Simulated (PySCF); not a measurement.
Cost against size for one kind of job: TDDFT CAM-B3LYP/def2-SVPD, vertical, gas phase, core orbitals frozen in the response in PySCF; work: 10 singlets by full TDDFT, 4 Tamm–Dancoff triplets, polarisability, ΔSCF ions. Hardware: one thread of an Arm Neoverse V1, no GPU, shared host. Other jobs ran on the host; a repeat could differ by tens of per cent or more.

| species (SMILES) | atoms | electrons | basis functions | SCF cycles | wall time |
| --- | --- | --- | --- | --- | --- |
| Cl[SiH2]Cl | 5 | 50 | 94 | 10 | 16 s |
| C=CS | 7 | 32 | 99 | 12 | ? |
| O=C1C=CCS1 | 10 | 52 | 162 | 14 | 87 s |
| CN(C)P(C)C | 18 | 58 | 220 | 12 | ? |
| [SiH3]PBN([SiH3])[SiH3] | 17 | 80 | 224 | 12 | 2.8 min |

Estimate the withheld figures.

`C=CS`: 8.4 s; `CN(C)P(C)C`: 75 s.

With all rows, how does the wall time grow with the number of basis functions N?

A straight line through log(time) against log(N) has slope 2.8 between N = 94 and 224, and the rows scatter about it by a factor of about 1.7 (standard error of the fit). This is a fit to these rows, whose iteration counts differ, not the method's formal scaling.

Which species took longest, and how many times the shortest run?

`[SiH3]PBN([SiH3])[SiH3]`, at 2.8 min: about 20 times the shortest (8.4 s).
